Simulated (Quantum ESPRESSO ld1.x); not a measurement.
Question: Coherent X-ray form factor from a spherical all-electron density. All-electron calculation, scalar-relativistic Kohn-Sham, LDA (Slater exchange, VWN5 correlation), spin-polarised, spherical densities, point nucleus. Program: ld1.x of Quantum ESPRESSO 7.5.

| sin(theta)/lambda (1/angstrom) | f0 (electrons) |
|---|---|
| 0.05 | 36.621 |
| 0.1 | 35.542 |
| 0.15 | 33.923 |
| 0.2 | 31.972 |
| 0.25 | 29.895 |
| 0.3 | 27.853 |
| 0.4 | 24.241 |
| 0.5 | 21.393 |
| 0.6 | 19.131 |
| 0.8 | 15.476 |
| 1 | 12.404 |
| 1.25 | 9.445 |
| 1.5 | 7.529 |
| 2 | 5.676 |

The species is in the configuration that NIST lists as its ground one. Which atom or ion scatters so?

Answer: The niobium ion Nb4+, [Kr] 4d1. Extrapolating in s^2 from the first two rows gives f0(0) = 37.0, near the electron count 37; among species with that count, the fall with angle is slower the higher Z, and the table is that of Z = 41; from so few rows the species is fixed only to a neighbour or two.
